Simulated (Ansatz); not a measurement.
Basis-set extrapolation for C₂H₅ClO₂Si (`CC(=O)O[SiH2]Cl`) (PBE0-D4/def2-TZVP geometry, frozen core, the Gaussian-basis code of Ansatz). Multiplicity 1, RHF reference.

```
                      def2-TZVPP   def2-QZVPP
                 HF  -977.048609  -977.081182
    MP2 correlation    -1.095020    -1.183003
CCSD(T) correlation    -1.184499      not run
```

Energies in hartree. Use E(X) = E(∞) + A·exp(−7.88·√X) for Hartree–Fock and E(X) = E(∞) + B·X^(−2.97) for correlation, with X = 3 and 4, and add CCSD(T) minus MP2 of the smaller set to the MP2 limit.

Question: What is the CCSD(T) energy at the basis-set limit?

Answer: HF limit: -977.081182 + (-0.032573) × 0.13774 = -977.08567. MP2 limit: -1.183003 + (-0.087983) × 0.74074 = -1.24818. Higher-order term: -1.184499 − (-1.095020) = -0.08948. Total: -978.42333 hartree, 119.4 kcal/mol below CCSD(T)/def2-TZVPP.
